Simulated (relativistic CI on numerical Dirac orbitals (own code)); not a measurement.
# Magnetism of Dy²⁺, 4f10, in a crystal field

Calculated by Dirac-Coulomb-Breit CI, separate exchange-only KLI orbitals for each configuration, QED by a radiative potential, valence Slater integrals scaled by 0.85, one configuration in a parametric crystal field (own radial code).

Field parameters in Wybourne normalisation; cubic f-shell fields have B⁴₄ = √(5/14) B⁴₀ and B⁶₄ = −√(7/2) B⁶₀. The field is a parameter set, without covalency.

S is read from ⟨S²⟩ = S(S + 1).

Powder χT (cm³ K mol⁻¹) by Van Vleck's formula, with temperature-independent terms:

```csv
Field,2 K,5 K,10 K,20 K,50 K,100 K,200 K,300 K
"C2v, B20 = 440, B22 = 10, B40 = -220, B42 = -350, B44 = 280, B60 = 480, B62 = 50, B64 = 70, B66 = -280 cm⁻¹",2.32,5.63,8.96,11.2,12.7,13.4,13.8,13.8
"C2v, B20 = -320, B22 = 10, B40 = -10, B42 = -240, B44 = -310, B60 = 300, B62 = -120, B64 = -250, B66 = -360 cm⁻¹",3.86,7.4,9.37,10.7,12.3,13.3,13.7,13.8
"D3h, B20 = 490, B40 = -120, B60 = -200, B66 = -80 cm⁻¹",9.75,10.3,11.1,12.3,13.5,13.8,13.9,13.9
"D3h, B20 = 220, B40 = -450, B60 = 70, B66 = 120 cm⁻¹",8.25,11.1,12.4,13.1,13.6,13.8,13.9,13.9
"Oh, B40 = 790, B60 = 430 cm⁻¹",2.2,5.35,8.6,10.5,11.6,12.6,13.4,13.7
"Oh, B40 = 810, B60 = 120 cm⁻¹",4.96,9.37,11.2,12.2,13,13.6,13.8,13.9
```

Task: For Oh, B40 = 790, B60 = 430 cm⁻¹: what effective moment follows at 300 K?

Result: μ_eff = √(8χT) = 10.45 μB. The LS value g√(J(J + 1)) of the free ion's ⁵I8 level is 10.61 μB.
